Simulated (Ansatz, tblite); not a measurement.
Clusters of 5 atoms, halide-capped: gap (eV) at several levels, gas phase, relaxed structures; Ansatz, xTB through tblite. Clusters are the lowest isomers that short searches found in that spin, judged at the geometry's level. Core potentials for Cd, Hg, Te in the def2 sets, no spin–orbit coupling. A dash marks a value that wasn't run or was left out as unsound. The structures are stationary points that may keep the symmetry of their start.

```
 species    state            geometry  GFN1-xTB  GFN2-xTB  PBE-D4/def2-TZVPD  r2SCAN-D4/def2-TZVP  r2SCAN-D4/def2-TZVPD  PBE0-D4/def2-TZVPD
 Cd2SCl2  singlet  r2SCAN-D4/def2-SVP      3.77      3.01               3.42                 3.89                  3.87                5.38
 Hg2TeF2  singlet    PBE0-D4/def2-SVP      3.82      3.63               2.94                 3.37                  3.36                4.78
  Cd2SF2  singlet    PBE0-D4/def2-SVP      3.40      2.87               3.42                 3.90                  3.88                5.42
 Cd2SeF2  singlet     PBE-D4/def2-SVP      3.46      3.23               3.18                 3.64                  3.63                5.08
 Cd2TeF2  singlet  r2SCAN-D4/def2-SVP      3.33      4.12               3.04                 3.50                  3.49                4.81
Hg2TeCl2  singlet  r2SCAN-D4/def2-SVP      4.28      3.59               2.85                 3.26                     –                4.63
```

(1) Estimate the rows for Zn2SF2 (singlet, PBE0-D4/def2-SVP geometry); Zn2OF2 (singlet, PBE0-D4/def2-SVP geometry).

(1) 
```csv
species,state,geometry,GFN1-xTB,GFN2-xTB,PBE-D4/def2-TZVPD,r2SCAN-D4/def2-TZVP,r2SCAN-D4/def2-TZVPD,PBE0-D4/def2-TZVPD
Zn2SF2,singlet,PBE0-D4/def2-SVP,3.98,3.35,3.99,4.54,4.52,6.03
Zn2OF2,singlet,PBE0-D4/def2-SVP,3.67,3.56,4.16,4.75,4.74,6.65
```

Over the 7 species that have every level, the mean is 3.63 at GFN1-xTB, 3.40 at GFN2-xTB, 3.45 at PBE-D4/def2-TZVPD, 3.94 at r2SCAN-D4/def2-TZVP, 3.93 at r2SCAN-D4/def2-TZVPD, 5.45 at PBE0-D4/def2-TZVPD. Orbital gaps grow with the share of exact exchange and aren't one observable across functionals.
